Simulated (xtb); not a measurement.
C3H7ClSi, SMILES [SiH3]C/C=C\Cl. All values are semi-empirical tight-binding results from xtb (GFN2-xTB unless named), good for trends rather than for accurate numbers. Geometry: GFN2-xTB. The structure was generated by enumeration; whether it is a known compound was not checked. The values are those of a single conformer.

Computed properties:
```yaml
orbital_gap: 4.32 eV
dipole_moment: 1.85 D
zero_point_energy: 52.5 kcal/mol
G − E(el) at 298.15 K (modified RRHO): 32.5 kcal/mol
static polarisability (D4 model): 79.5 bohr³
solvation energy, GFN2-xTB/ALPB(water): -0.9 kcal/mol
solvation energy, GFN2-xTB/ALPB(ch2cl2): -4.4 kcal/mol
```
